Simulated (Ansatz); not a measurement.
A nudged elastic band was laid between two geometries of FGeH2S (5 atoms, charge 1, multiplicity 1).

Level of theory: UKS r2SCANh/def2-SVP in Ansatz.

```json
{"movable images": "7", "climbing image": "yes", "spring": "5.0 eV/Å²", "optimiser": "quadratic models (default)", "start path": "through a guess of the saddle point", "force threshold": "0.05 eV/Å", "iteration limit": "60", "end points": "relaxed"}
```

Initial state:

```xyz
5
Properties=species:S:1:pos:R:3
F -1.063 -1.115 1.423
Ge -0.415 -0.354 0.066
S 1.207 0.912 0.526
H -1.102 -0.708 -1.240
H 1.373 1.265 -0.775
```

Final state:

```xyz
5
Properties=species:S:1:pos:R:3
F -1.355 -1.233 1.023
Ge -0.487 0.095 1.673
S 0.976 0.092 -0.500
H -0.005 -0.347 -1.327
H 0.871 1.393 -0.868
```

**Question.** What changes between the two ends?

**Answer.** Bonds broken: Ge2–H4. Bonds formed: S3–H4.

**Question.** What energy profile does the band end with?

**Answer.** It converged. The highest image is number 4 of 0 to 8, 199.5 kJ/mol above the first end and 263.4 kJ/mol above the last; the last end lies 63.9 kJ/mol below the first. Neighbouring images differ by up to 1.7 eV, so the band resolves the path poorly. A vibrational analysis at the climbing image gives one clearly imaginary mode, 1162i cm⁻¹: a first-order saddle point.

```csv
image,path coordinate (Å),energy (kJ/mol),Ge2–H4 (Å),S3–H4 (Å)
0,0.00,0.0,1.52,3.33
1,0.38,11.1,1.51,3.14
2,0.76,61.4,1.51,2.83
3,1.14,148.3,1.53,2.46
4,1.52,199.5,1.64,2.08
5,2.06,31.0,2.02,1.50
6,2.60,-51.4,2.72,1.36
7,3.14,-62.3,3.07,1.36
8,3.68,-63.9,3.07,1.36
```

**Question.** What is the geometry of the highest image?

**Answer.** 
```xyz
5
Properties=species:S:1:pos:R:3:forces:R:3
F -0.847 -1.677 1.183 0.00 0.00 0.00
Ge -0.769 -0.051 0.682 0.00 -0.01 0.00
S 1.225 0.030 -0.433 -0.01 0.00 0.00
H -0.783 0.311 -0.916 0.01 0.01 0.00
H 1.174 1.387 -0.517 0.00 0.00 0.00
```

Time of the run: 12 min on 2 threads of Arm Neoverse V1, on a shared host, peak memory 0.28 GiB.
